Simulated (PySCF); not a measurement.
Two-dimensional NMR puzzle

Compound of formula C6H13N3Si. Correlations simulated from computed shifts and the bond graph:

HSQC (one-bond C–H):
```
  δH    δC
2.54  12.2
2.45  10.2
0.59  -2.0
```

COSY cross peaks (H two or three bonds apart, from the bond graph; peaks can be absent where the dihedral angle is near 90°):
```
  δH    δH
5.45  0.59
```

HMBC (two and three bonds, from the bond graph):
```
  δH            δC
5.45   140.6, -2.0
2.54  145.1, 140.6
2.45  145.1, 140.6
0.59          -2.0
```

Carbons without hydrogens: δ 145.1, 140.6.

All values are calculated (PySCF 2.14): shielding tensors at PBE0/pcSseg-1 (GIAO), geometry: GFN2-xTB. No relativistic terms, averaged over atoms made equivalent by symmetry, fast rotation or ring inversion, single conformer, in vacuum.

Chemical shifts δ = σref − σ; 1H (σref 31.72), 13C (σref 186.93) against TMS, all at this level.

Exchangeable hydrogens are left out of these lists.

Work out the connectivity.

Answers

`Cc1nnn([SiH](C)C)c1C`.

Structure with atom numbers: `[CH3:1][c:2]1[n:3][n:4][n:5]([SiH:6]([CH3:7])[CH3:8])[c:9]1[CH3:10]`. Hydrogens are named by the atom that carries them.

δC 145.1 is C2, a substituted aromatic carbon next to a ring nitrogen. δC 140.6 is C9, a substituted aromatic carbon next to a ring nitrogen. δC 12.2 is C1, a methyl carbon on an aromatic ring (δH 2.54). δC 10.2 is C10, a methyl carbon on an aromatic ring (δH 2.45). δC -2.0 is C7/C8, a methyl carbon bonded to Si (δH 0.59). HMBC from δH 5.45 reaches the proton-free carbon C9. HMBC from δH 2.54 reaches the proton-free carbons C2, C9. HMBC from δH 2.45 reaches the proton-free carbons C2, C9. COSY links 5.45–0.59.

This is the structure that produced the data.

Shifts are as computed. Against solution values, carbons near 30 ppm lie about +3 ppm off and those near 130 ppm about +5 ppm. Of 1211 compounds with measured shifts, 218 miss one by over three times the rms of a fit or turn the order of signals round; such compounds aren't used in these exercises.
